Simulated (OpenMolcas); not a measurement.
## Computed transition rates of Sb II

* Program: OpenMolcas
* Method: MS-RASPT2, IPEA 0.25 Eh, imaginary shift 0.1 Eh (closed shells correlated: 4d)
* Basis: ANO-RCC [10s9p8d5f3g]
* Scalar Hamiltonian: DKH2, point nucleus
* Active space: 4 electrons in 9 orbitals (RAS2 5s 5p; RAS3 5d, at most 2 electrons)
* State averaging: 2S+1 = 3 even, 6 roots; 2S+1 = 1 even, 11 roots; 2S+1 = 5 odd, 1 root; 2S+1 = 3 odd, 8 roots; 2S+1 = 1 odd, 8 roots
* Spin-orbit coupling: state interaction with AMFI integrals over the reference wave functions, term energies averaged over their components

Rates come from the transition moments of the reference wave functions (E1 and E2 in the length form). At fixed line strength A goes as λ^-3 for E1 and M1 and as λ^-5 for E2, so a rate at the computed wavelength can be rescaled to the measured one. Measured vacuum wavelengths follow from level energies in NIST Handbook of Basic Atomic Spectroscopic Data. Branching counts decays inside the model space alone, at computed energies, and the table is only a selection of the E2 and M1 lines, drawn from those between levels with measured partners whose computed energy lies within a factor of 1.5 of the measured one.

| Upper | Lower | Type | λ computed (nm) | λ measured (nm) | A computed (s-1) | A rescaled (s-1) | Branching % |
| --- | --- | --- | --- | --- | --- | --- | --- |
| 5s² 5p² ³P₂ | 5s² 5p² ³P₁ | M1 | 4024 | 3841 | 1.83e-01 | 2.10e-01 | 98.8 |
| 5s² 5p² ³P₁ | 5s² 5p² ³P₀ | M1 | 3784 | 3274 | 3.20e-01 | 4.94e-01 | 100.0 |
| 5s² 5p² ³P₂ | 5s² 5p² ³P₀ | E2 | 1950 | 1767 | 2.11e-03 | 3.45e-03 | 1.1 |
| 5s² 5p² ¹D₂ | 5s² 5p² ³P₂ | M1 | 1393 | 1402 | 1.61e+00 |  | 51.4 |
| 5s² 5p² ¹D₂ | 5s² 5p² ³P₂ | E2 | 1393 | 1402 | 1.80e-02 |  | 0.6 |
| 5s² 5p² ¹D₂ | 5s² 5p² ³P₁ | M1 | 1035 | 1027 | 1.49e+00 |  | 47.6 |
| 5s² 5p² ¹S₀ | 5s² 5p² ¹D₂ | E2 | 867.8 | 899.6 | 2.02e+00 | 1.69e+00 | 8.3 |
| 5s² 5p² ¹S₀ | 5s² 5p² ³P₂ | E2 | 534.7 | 548 | 1.53e+00 |  | 6.3 |
| 5s² 5p² ¹S₀ | 5s² 5p² ³P₁ | M1 | 472 | 479.6 | 2.08e+01 |  | 85.4 |

Spin-changing lines and M1 lines between different terms are not rescaled, since their strength hangs on the term gaps too.

The largest correction is for 5s² 5p² ³P₂ → 5s² 5p² ³P₀ (E2): 2.11e-03 × (1950 / 1767)^5 = 3.45e-03 s-1, a factor of 1.64.

No measured rate stands beside these. Rescaling mends the energy factor alone: line strengths can still be far off where a level mixes with configurations outside the active space, and weak or spin-changing lines hang on small mixing coefficients that depend on the term gaps too, so rescaling need not improve them.

CASPT2 does not keep the components of a term degenerate, so their means are used; among the terms shown or strongly mixed into the levels shown the widest spread is 57 cm-1 (5s² 5p² ¹D). Over all roots computed the reference weight is 0.86 to 0.94; the roots of lowest weight are the least certain, and an intruder state may touch them. The run also gave levels led by 5s 5p² 5d, 5s² 5p 5d, which use shells meant for correlation; these and all levels above them are left out. Measured partners are found by configuration, term and J. A level has none where our copy of the source lacks it or the pairing is in doubt (some pairs that miss far off the trend of their configuration count as doubtful). Only configurations of the active space appear.
